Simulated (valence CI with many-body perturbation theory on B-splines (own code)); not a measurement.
Values are calculated unless marked as measured or tabulated.
## Sensitivity of CI+MBPT for Re70+

Method: valence CI with perturbative core correlation (CI+MBPT): three valence electrons over a frozen Dirac-Fock core [He], radial functions for each j: 6 s, 6 p, 5 d, 3 f, 1 g, with the one-electron correlation potential Σ1, the two-electron term Σ2, the three-electron term Σ3, Breit, model QED; selected CI, second order for the rest, scaled by the run's own slope (own B-spline code, finite nucleus).

The last digits are not significant, and no measured levels were compared; by estimate large intervals hold to a few tenths of a per cent, small ones and those within an open d or f shell to about a per cent.

The reference run has the lowest level (2s^2 2p1/2) J=1/2 and an ionisation energy of 19416.5 eV. Its largest variational space holds 3287 state functions.

Levels are named by their leading jj configuration (3d3/2^4 stands for four electrons in 3d with j = 3/2), which in mixed levels can hold well under half, so a name can repeat and another be missing. Letters in brackets count levels of one name in rising energy.

Changed runs:
A. highest l in the core sums 6 → 4
B. Breit term on → off; QED terms on → off
C. size limit of the variational space 10000 → 1500; Breit term on → off; QED terms on → off
D. box radius (bohr) 0.82208 → 0.2 (bad on purpose)

Excitation energies of the reference run in Ry, and shifts in cm⁻¹:

| Level | Reference | A | B | C |
| --- | --- | --- | --- | --- |
| (2s 2p1/2^2) J=1/2 | 20.41 | -23 | -13369 | -13369 |
| (2s^2 2p3/2) J=3/2 | 114.34 | +7.6 | +158958 | +158958 |
| (2s 2p1/2 2p3/2) J=3/2 [a] | 128.73 | -15 | +155847 | +155846 |
| (2s 2p1/2 2p3/2) J=5/2 | 131.74 | -15 | +246998 | +246998 |
| (2s 2p1/2 2p3/2) J=1/2 | 137.21 | -15 | +151085 | +151085 |
| (2s 2p1/2 2p3/2) J=3/2 [b] | 137.35 | -15 | +201640 | +201640 |
| (2p1/2^2 2p3/2) J=3/2 | 158.50 | -37 | +170078 | +170078 |
| (2s 2p3/2^2) J=5/2 | 244.37 | -6.4 | +362491 | +362491 |
| (2s 2p3/2^2) J=1/2 | 252.58 | -6.5 | +272029 | +272029 |
| (2s 2p3/2^2) J=3/2 | 252.62 | -6.5 | +332333 | +332332 |
| (2p1/2 2p3/2^2) J=3/2 | 269.12 | -29 | +330012 | +330011 |
| (2p1/2 2p3/2^2) J=5/2 | 270.78 | -29 | +416860 | +416860 |
| Ionisation energy (eV) | 19416.5 | +0.0031 | +36.0 | +36.0 |

Run D: It gave no result. The program said: "need at least one array to concatenate".
